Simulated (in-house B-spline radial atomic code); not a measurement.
Whole-atom quantities along the 42-electron series, configuration [Kr] 4d6. Breit and QED terms are first order and not part of the total energy; the density at the nucleus is averaged over the nuclear charge. Computed with a B-spline radial code for spherical atoms: Dirac-Hartree-Fock, average of the configuration, finite nuclei.

| ion | Z | E/Z² (Eh) | Σ<r²> (bohr²) | n(0)/Z³ (bohr⁻³) | Lamb diamagnetic shielding (ppm) | repulsion over attraction | Breit energy (eV) | self-energy (eV) | vacuum polarisation (eV) | Dirac less non-relativistic energy (Eh) |
| --- | --- | --- | --- | --- | --- | --- | --- | --- | --- | --- |
| Ru2+ | 44 | -2.3391 | 30.807 | 1.2505 | 4408.58 | 0.1543 | 76.897 | 57.933 | -6.7388 | -87.813 |
| Rh3+ | 45 | -2.3608 | 26.236 | 1.2835 | 4544.79 | 0.15241 | 83.057 | 62.683 | -7.4072 | -96.826 |
| Pd4+ | 46 | -2.3821 | 22.897 | 1.317 | 4681.3 | 0.15043 | 89.556 | 67.713 | -8.1273 | -106.55 |
| Ag5+ | 47 | -2.4029 | 20.303 | 1.3529 | 4818.25 | 0.14841 | 96.406 | 73.034 | -8.9026 | -117.01 |
| Cd6+ | 48 | ? | ? | ? | ? | ? | ? | ? | ? | ? |
| In7+ | 49 | -2.4434 | 16.474 | 1.4276 | 5093.83 | 0.14431 | 111.2 | 84.596 | -10.631 | -140.34 |
| Sn8+ | 50 | -2.4629 | 15.009 | 1.4673 | 5232.59 | 0.14226 | 119.16 | 90.862 | -11.592 | -153.28 |
| Sb9+ | 51 | -2.4821 | 13.754 | 1.5091 | 5372.06 | 0.14022 | 127.51 | 97.467 | -12.622 | -167.15 |
| Te10+ | 52 | -2.501 | 12.665 | 1.5509 | 5512.3 | 0.13819 | 136.27 | 104.43 | -13.726 | -181.97 |
| I11+ | 53 | -2.5195 | 11.712 | 1.5975 | 5653.34 | 0.13619 | 145.44 | 111.75 | -14.908 | -197.81 |
| Xe12+ | 54 | -2.5376 | 10.871 | 1.6446 | 5795.22 | 0.13422 | 155.04 | 119.46 | -16.171 | -214.7 |
| Cs13+ | 55 | -2.5554 | 10.124 | 1.6949 | 5938 | 0.13227 | 165.07 | 127.56 | -17.523 | -232.71 |
| Ba14+ | 56 | ? | ? | ? | ? | ? | ? | ? | ? | ? |
| La15+ | 57 | -2.5901 | 8.8541 | 1.8014 | 6226.36 | 0.12846 | 186.49 | 145.02 | -20.507 | -272.29 |
| Ce16+ | 58 | -2.6071 | 8.3113 | 1.8586 | 6372.03 | 0.1266 | 197.9 | 154.4 | -22.152 | -293.97 |
| Pr17+ | 59 | -2.6238 | 7.8188 | 1.9191 | 6518.74 | 0.12477 | 209.79 | 164.25 | -23.906 | -316.98 |
| Nd18+ | 60 | -2.6402 | 7.3704 | 1.982 | 6666.55 | 0.12298 | 222.18 | 174.58 | -25.776 | -341.4 |
| Pm19+ | 61 | ? | ? | ? | ? | ? | ? | ? | ? | ? |
| Sm20+ | 62 | -2.6724 | 6.5849 | 2.1038 | 6965.56 | 0.11948 | 248.5 | 196.74 | -29.884 | -394.67 |
| Eu21+ | 63 | -2.6881 | 6.2395 | 2.1743 | 7116.88 | 0.11778 | 262.45 | 208.62 | -32.141 | -423.67 |
| Gd22+ | 64 | -2.7037 | 5.921 | 2.2463 | 7269.46 | 0.11611 | 276.95 | 221.06 | -34.543 | -454.34 |
| Tb23+ | 65 | -2.7191 | 5.6265 | 2.3386 | 7423.43 | 0.11448 | 292.02 | 234.08 | -37.11 | -486.8 |

Fill in the row of Cd6+.

E/Z² (Eh): -2.4234; Σ<r²> (bohr²): 18.209; n(0)/Z³ (bohr⁻³): 1.3882; Lamb diamagnetic shielding (ppm): 4955.73; repulsion over attraction: 0.14636; Breit energy (eV): 103.62; self-energy (eV): 78.658; vacuum polarisation (eV): -9.7358; Dirac less non-relativistic energy (Eh): -128.26.

Fill in the row of Ba14+.

E/Z² (Eh): -2.5729; Σ<r²> (bohr²): 9.4551; n(0)/Z³ (bohr⁻³): 1.7464; Lamb diamagnetic shielding (ppm): 6081.69; repulsion over attraction: 0.13035; Breit energy (eV): 175.55; self-energy (eV): 136.08; vacuum polarisation (eV): -18.966; Dirac less non-relativistic energy (Eh): -251.89.

Fill in the row of Pm19+.

E/Z² (Eh): -2.6564; Σ<r²> (bohr²): 6.9606; n(0)/Z³ (bohr⁻³): 2.045; Lamb diamagnetic shielding (ppm): 6815.48; repulsion over attraction: 0.12121; Breit energy (eV): 235.08; self-energy (eV): 185.4; vacuum polarisation (eV): -27.767; Dirac less non-relativistic energy (Eh): -367.28.

With what power of Z does the column «Dirac less non-relativistic energy (Eh)» change over this range?

A fit of the logarithm of its size against log Z from Z = 44 to 65 has slope 4.39. An unscreened hydrogenic electron would give 4 at low Z; screening makes the apparent power larger near the neutral end, and relativity raises it again at high Z.
